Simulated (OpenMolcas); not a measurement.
## Lines of Co2+: computed and rescaled rates

```
Program             : OpenMolcas
Method              : CASSCF
Basis               : ANO-RCC-VTZP [6s5p3d2f1g]
Scalar Hamiltonian  : DKH2, point nucleus
Active space        : 7 electrons in 5 orbitals (3d)
State averaging     : 2S+1 = 4 even, 10 roots; 2S+1 = 2 even, 40 roots (35 in the spin-orbit step)
Spin-orbit coupling : RASSI with atomic mean-field integrals over the reference wave functions, term energies averaged over their components
```

Rates come from the transition moments of the reference wave functions (E1 and E2 in the length form). At fixed line strength A goes as λ^-3 for E1 and M1 and as λ^-5 for E2, so a rate at the computed wavelength can be rescaled to the measured one. Measured vacuum wavelengths follow from level energies in Sugar and Corliss, J. Phys. Chem. Ref. Data 10, 1097 (1981). Branching counts decays inside the model space alone, at computed energies, and the table is only a selection of the E2 and M1 lines, drawn from those between levels with measured partners whose computed energy lies within a factor of 1.5 of the measured one.

| Upper | Lower | Type | λ computed (nm) | λ measured (nm) | A computed (s-1) | A rescaled (s-1) | Branching % |
| --- | --- | --- | --- | --- | --- | --- | --- |
| 3d⁷ ²D_5/2 | 3d⁷ ⁴F_7/2 | M1 | 377 | 450.1 | 9.33e-01 |  | 80.0 |
| 3d⁷ ²D_3/2 | 3d⁷ ⁴F_5/2 | M1 | 368.2 | 438.9 | 8.94e-01 |  | 55.4 |
| 3d⁷ ²D_3/2 | 3d⁷ ⁴F_3/2 | M1 | 374.2 | 447 | 4.71e-01 |  | 29.2 |
| 3d⁷ ²G_9/2 | 3d⁷ ⁴F_9/2 | M1 | 525.9 | 589 | 4.69e-01 |  | 75.9 |
| 3d⁷ ²F_7/2 | 3d⁷ ²G_9/2 | E2 | 398.3 | 491.7 | 2.42e-01 | 8.44e-02 | 21.6 |
| 3d⁷ ²F_5/2 | 3d⁷ ²G_7/2 | E2 | 417.2 | 519.4 | 2.23e-01 | 7.46e-02 | 26.0 |
| 3d⁷ ²G_7/2 | 3d⁷ ⁴F_7/2 | M1 | 527.1 | 590.8 | 1.81e-01 |  | 53.0 |
| 3d⁷ ²P_3/2 | 3d⁷ ⁴P_5/2 | M1 | 1650 | 2003 | 1.80e-01 |  | 34.4 |
| 3d⁷ ⁴P_5/2 | 3d⁷ ⁴F_9/2 | E2 | 523.9 | 657.8 | 1.73e-01 | 5.54e-02 | 75.7 |
| 3d⁷ ²H_9/2 | 3d⁷ ²G_9/2 | M1 | 1432 | 1549 | 1.51e-01 |  | 71.8 |
| 3d⁷ ²F_5/2 | 3d⁷ ⁴F_3/2 | M1 | 238.8 | 284.5 | 1.50e-01 |  | 17.6 |
| 3d⁷ ²G_9/2 | 3d⁷ ⁴F_7/2 | M1 | 550.6 | 619.7 | 1.49e-01 |  | 24.1 |
| 3d⁷ ²G_7/2 | 3d⁷ ⁴F_5/2 | M1 | 545.2 | 612.9 | 1.36e-01 |  | 39.9 |
| 3d⁷ ²P_3/2 | 3d⁷ ⁴F_5/2 | M1 | 422.5 | 533.5 | 1.20e-01 |  | 23.0 |
| 3d⁷ ⁴P_3/2 | 3d⁷ ⁴F_7/2 | E2 | 540 | 685.5 | 1.04e-01 | 3.15e-02 | 56.0 |
| 3d⁷ ⁴P_1/2 | 3d⁷ ⁴F_3/2 | E2 | 560.3 | 717.1 | 1.03e-01 | 3.00e-02 | 56.5 |
| 3d⁷ ²P_3/2 | 3d⁷ ⁴P_3/2 | M1 | 1730 | 2098 | 8.85e-02 |  | 16.9 |
| 3d⁷ ⁴P_1/2 | 3d⁷ ⁴F_5/2 | E2 | 547 | 696.4 | 7.69e-02 | 2.30e-02 | 42.0 |
| 3d⁷ ⁴P_3/2 | 3d⁷ ⁴F_5/2 | E2 | 559 | 715.5 | 6.29e-02 | 1.83e-02 | 33.8 |
| 3d⁷ ²H_11/2 | 3d⁷ ²G_9/2 | M1 | 1595 | 1741 | 4.96e-02 |  | 98.4 |
| 3d⁷ ²H_9/2 | 3d⁷ ²G_7/2 | M1 | 1620 | 1764 | 4.64e-02 |  | 22.1 |
| 3d⁷ ⁴P_5/2 | 3d⁷ ⁴F_7/2 | E2 | 548.4 | 696.3 | 4.41e-02 | 1.34e-02 | 19.3 |
| 3d⁷ ⁴F_7/2 | 3d⁷ ⁴F_9/2 | M1 | 11730 | 11890 | 2.10e-02 | 2.02e-02 | 100.0 |
| 3d⁷ ⁴F_5/2 | 3d⁷ ⁴F_7/2 | M1 | 15870 | 16390 | 1.45e-02 | 1.32e-02 | 100.0 |
| 3d⁷ ⁴F_3/2 | 3d⁷ ⁴F_5/2 | M1 | 23070 | 24070 | 5.29e-03 | 4.66e-03 | 100.0 |

Spin-changing lines and M1 lines between different terms are not rescaled, since their strength hangs on the term gaps too.

The largest correction is for 3d⁷ ⁴P_3/2 → 3d⁷ ⁴F_5/2 (E2): 6.29e-02 × (559 / 715.5)^5 = 1.83e-02 s-1, a factor of 0.29.

The computed rate and branching of 3d⁷ ⁴F_7/2 → 3d⁷ ⁴F_9/2 give the upper level a radiative lifetime of 1.000 / 2.10e-02 s-1 = 4.76e+01 s, counting decays inside the model space alone. The rescaled rate gives about 5.0e+01 s.

The computed order of these levels differs from the measured one in 2 places, and where term gaps are wrong the rates of spin-changing lines can be off by large factors.

These are rates of the free ion; in crystals, glasses and complexes forced electric-dipole and non-radiative decay shorten such lifetimes by orders of magnitude. No measured rate stands beside these. Rescaling mends the energy factor alone: line strengths can still be far off where a level mixes with configurations outside the active space, and weak or spin-changing lines hang on small mixing coefficients that depend on the term gaps too, so rescaling need not improve them.

Some high roots are left out of the spin-orbit mixing, which shifts the levels that they would mix with. Without dynamic correlation excited terms often stand tens of per cent too high (terms of higher spin than the ground term too low), and those without a measured partner can miss by more than the paired ones. Computed and measured levels are paired by configuration, term and J; levels that our copy of the source lacks, or whose pairing is in doubt (as where it misses far off the trend of its configuration), stay unpaired. Only configurations of the active space appear.
